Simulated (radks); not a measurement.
Results of a calculation; reference values are marked as such.
Question: These are the eigenvalues of the occupied orbitals of an atom or ion with whole-number occupations (eV). Level of theory: non-relativistic Kohn-Sham, PBE, spin-unpolarised, spherical densities, point nucleus (a radial shooting solver on a logarithmic mesh with Libxc functionals).

1s: -7745.615
2s: -1503.539
2p: -1413.156

Which element is it, and in what charge state? The configuration may be excited.

Answer: Z = 26, iron, charge +18: Fe18+ in [He] 2s2 2p4. The list shows which subshells hold electrons but not how many an open one holds; the 1s level, -284.65 hartree, gives Z - s = 23.9 by -(Z - s)^2/2, which with screening narrows Z to a few neighbours, and the depths of the outer levels then fix element, charge and occupations together.
